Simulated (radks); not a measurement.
Results of a calculation; reference values are marked as such.
Valence configurations of neutral cadmium (all share [Kr]). Code: a radial shooting solver on a logarithmic mesh with Libxc functionals. Model: scalar-relativistic Kohn-Sham, r2SCAN, spin-polarised, spherical densities, finite nucleus; open shells are filled with parallel spins first (spin-orbit coupling, left out, can overturn this in heavy ions); meta-GGA in the generalised Kohn-Sham scheme; Fermi nuclear charge, rms radius 4.6087 fm. Energies are relative to 4d10 5s2; eigenvalues in eV for spin up.

valence           E (eV)  moment (Bohr magnetons)    e(4d)   e(5p)    e(5s)
4d10 5s2           0.000                        0  -12.195       -   -5.849
4d10 5s1.5 5p0.5   2.204                        1  -13.182  -1.885   -6.908
4d10 5s1 5p1       3.871                        2  -13.939  -2.553   -7.764
4d10 5s0.5 5p1.5   6.457                        2  -14.784  -2.943   -8.091
4d9.5 5s1.5 5p1    8.163                        2  -16.077  -2.734   -8.237
4d10 5p2           9.031                        2  -15.583  -3.280        -
4d9 5s2 5p1       12.742                        2  -18.238  -2.891   -8.658
4d9 5s1 5p2       16.449                        4  -19.465  -3.950  -10.106
4d8 5s2 5p2       28.492                        4  -23.966  -4.373  -11.045
4d8 5p4           41.788                        4  -26.765  -5.628        -

NIST lists [Kr] 4d10 5s2 as the ground configuration; this level of theory agrees among the configurations tried. The energies are those of spherical high-spin densities, not of single terms.
